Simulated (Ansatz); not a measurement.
## Nudged elastic band run: CH5BFNSi

input.yaml

```yaml
crystal:
  periodic: [false, false, false]
  atoms:
    - { symbol: C, position_ang: [-0.852915, 1.237384, -1.654765] }
    - { symbol: "N", position_ang: [-0.770514, 0.331234, -0.800563] }
    - { symbol: B, position_ang: [-0.607906, -0.64184, 0.155494] }
    - { symbol: F, position_ang: [-1.566256, -1.572466, 0.334492] }
    - { symbol: Si, position_ang: [1.084196, -0.672293, 1.293192] }
    - { symbol: H, position_ang: [-1.308667, 2.219825, -1.425773] }
    - { symbol: H, position_ang: [-0.476265, 1.106783, -2.687324] }
    - { symbol: H, position_ang: [1.814446, -1.967643, 1.123873] }
    - { symbol: H, position_ang: [0.751831, -0.528271, 2.745272] }
    - { symbol: H, position_ang: [2.01525, 0.436187, 0.919101] }
basis:
  gaussian: { orbitals: def2-SVP }
hamiltonian:
  xc: b3lyp
neb:
  order_check: false
  images: 9
  f_tol: 0.03
  max_iterations: 10
  initial_path: idpp
  final_atoms:
    - { symbol: C, position_ang: [-0.76788093, 0.97735787, -1.8571696] }
    - { symbol: "N", position_ang: [-0.78749322, 0.38150382, -0.76090698] }
    - { symbol: B, position_ang: [-0.72727073, -0.27027296, 0.44674711] }
    - { symbol: F, position_ang: [-1.8655734, -0.6407003, 1.06628143] }
    - { symbol: Si, position_ang: [1.08399905, -0.67155258, 1.29239343] }
    - { symbol: H, position_ang: [-0.78767537, 2.08176724, -1.92531151] }
    - { symbol: H, position_ang: [-0.73621125, 0.43277581, -2.8201526] }
    - { symbol: H, position_ang: [2.20712592, -0.16523, 0.44540656] }
    - { symbol: H, position_ang: [1.26941436, -2.14477767, 1.47545235] }
    - { symbol: H, position_ang: [1.19476557, -0.03197123, 2.64025881] }
```

Run as:

```bash
$ ansatz run input.yaml --threads 2 --pin off --max-ram 3072MiB --backend cpu --events-out ev --progress --plain --runs-dir out
```

Output, in part (warnings, iteration lines):

```
NEB end point (image 0): max|allowed force component| = 1.177e-2 eV/Å (the criterion of neb.relax_end_points is 1.000e-2)
NEB end point (image 10): max|allowed force component| = 2.187e-2 eV/Å (the criterion of neb.relax_end_points is 1.000e-2)
NEB iter   1: max|band force component| = 9.184e-1 eV/Å  barrier→ = 0.0890 eV  barrier← = 0.0890 eV  Δτ_max = 0.1309 Å  (296 SCF iters)
NEB iter   2: max|band force component| = 8.598e-1 eV/Å  barrier→ = 0.0589 eV  barrier← = 0.0590 eV  Δτ_max = 0.1867 Å  (280 SCF iters)
NEB iter   3: max|band force component| = 2.309e0 eV/Å  barrier→ = 0.4693 eV  barrier← = 0.4694 eV  Δτ_max = 0.1006 Å  (267 SCF iters)
NEB iter   4: max|band force component| = 9.198e-1 eV/Å  barrier→ = 0.1011 eV  barrier← = 0.1012 eV  Δτ_max = 0.0840 Å  (276 SCF iters)
NEB iter   5: max|band force component| = 1.969e-1 eV/Å  barrier→ = 0.0233 eV  barrier← = 0.0233 eV  CI = image 5  Δτ_max = 0.0232 Å  (285 SCF iters)
NEB iter   6: max|band force component| = 1.288e-1 eV/Å  barrier→ = 0.0228 eV  barrier← = 0.0229 eV  CI = image 5  Δτ_max = 0.0204 Å  (233 SCF iters)
NEB iter   7: max|band force component| = 8.093e-2 eV/Å  barrier→ = 0.0219 eV  barrier← = 0.0220 eV  CI = image 5  Δτ_max = 0.0187 Å  (233 SCF iters)
NEB iter   8: max|band force component| = 5.065e-2 eV/Å  barrier→ = 0.0212 eV  barrier← = 0.0213 eV  CI = image 5  Δτ_max = 0.1913 Å  (237 SCF iters)
NEB iter   9: max|band force component| = 1.795e0 eV/Å  barrier→ = 0.3231 eV  barrier← = 0.3231 eV  CI = image 2  Δτ_max = 0.0970 Å  (250 SCF iters)
NEB iter  10: max|band force component| = 1.174e0 eV/Å  barrier→ = 0.1231 eV  barrier← = 0.1232 eV  CI = image 2  Δτ_max = 0.0894 Å  (286 SCF iters)
Error: NEB band did not converge after 10 iterations: max|band force component| = 1.17e0 eV/Å (threshold 3.0e-2); raise `neb.max_iterations` in a new run, which can start from the last band evaluated (`neb.initial_path`, with `crystal.atoms` and `neb.final_atoms` set to its first and last images), …
```

The run ended unconverged. The band didn't meet its force threshold, so its energies are provisional: the largest band force was still 1.17 eV/Å, and over the last iterations the top moved between 0.02 and 0.32 eV.

Final band (atoms are numbered from 1 in the order of the input):

```
image  path coordinate (Å)  energy (kJ/mol)  dihedral F4–B3–Si5–H10 (°)
    0                 0.00              0.0                         179
    1                 0.48              0.2                        -168
    2                 0.97             11.9                        -163
    3                 1.43              1.0                        -152
    4                 1.89              1.6                        -139
    5                 2.36              2.0                        -125
    6                 2.82              2.0                        -112
    7                 3.28              1.4                         -98
    8                 3.73              0.7                         -85
    9                 4.19              0.2                         -72
   10                 4.65              0.0                         -59
```

The run took 2.9 min on 2 threads of Intel(R) Xeon(R) Platinum 8488C (Sapphire Rapids), with other jobs on the host, peak memory 0.21 GiB.
